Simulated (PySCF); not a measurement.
Electron correlation in Co⁺ (cobalt, charge +1)

[Ar] 3d7 4p1, one real determinant (an excited configuration). All numbers are calculated (PySCF 2.14, scalar relativity by spin-free X2C-1e, in aug-cc-pVDZ-DK (7s6p4d2f, 59 functions)). Frozen: [Ar]; 8 electrons correlated.

MP2 pair energies summed by pair of shells (mhartree):

| pair | energy | share (%) |
| --- | --- | --- |
| 3d-3d | -154.75 | 92.6 |
| 3d-4p | -12.36 | 7.4 |

Total MP2 correlation energy: -167.11 mhartree.

Same-spin part -76.62 and opposite-spin part -90.49 mhartree; SCS-MP2 scales them by 1/3 and 6/5 to -134.12 mhartree.

The reference is one real determinant that mixes LS terms of this configuration.
